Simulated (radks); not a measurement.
Question: The ytterbium ion Yb4+ is in [Xe] 4f(5/2: 6, 7/2: 6). All-electron calculation, Dirac Kohn-Sham, relativistic LDA (MacDonald-Vosko exchange, VWN5 correlation), spin-unpolarised, spherical densities, finite nucleus; Fermi nuclear charge, rms radius of each element as measured or else 0.836 A^(1/3) + 0.57 fm. Program: a radial shooting solver on a logarithmic mesh with Libxc functionals. Sub-shells are occupied by j as written (lower j first in brackets). One electron is removed from 4f5/2, 5p1/2, 4f7/2, 5p3/2 in turn, with full relaxation. Which removal costs least, and what does each cost?

Answer: 4f7/2 68.452 eV; 4f5/2 70.014 eV; 5p3/2 79.456 eV; 5p1/2 87.129 eV. The 4f7/2 electron leaves first.
